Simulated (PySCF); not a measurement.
**AsS⁺: from constants to spectrum**

RHF-CCSD(T) constants of AsS⁺, ¹Σ⁺ (singlet), closed shell (basis As def2-SVP, S def2-SVP; no relativity; PySCF 2.14; masses 74.9216 and 31.9721 u):

```
ωe              : 626.3 cm⁻¹
ωexe            : 2.21 cm⁻¹
Be              : 0.19267 cm⁻¹
αe              : 0.000834 cm⁻¹
D (centrifugal) : 7.29e-08 cm⁻¹
De to As⁺ + S   : 5.54 eV
```

Question: Estimate the standard entropy (1 bar) and heat capacity of the ideal gas at 1000 K, rigid rotor with B0 and harmonic oscillator at the fundamental.

Answer: Translation (Sackur–Tetrode, M = 106.89 u): 192.3 J/(mol K). Rotation: q = kT/(σB0) = 3620 with σ = 1, 76.4. Vibration: x = hcν0/kT = 0.895, 9.51. S° = 278.2 J/(mol K); Cp = 7R/2 + 7.78 = 36.9 J/(mol K).

Correlated steps freeze 14 core orbitals. Correlated levels converge slowly with the basis: in double zeta they bind strong bonds too weakly, by up to about 1 eV, and carry superposition errors of some tenths. For an ion De counts to the pair picked by the measured ionisation energies or electron affinities, which need not be the lowest pair at this level. Where the molecule has an RHF reference, its open-shell atoms are computed with UHF.
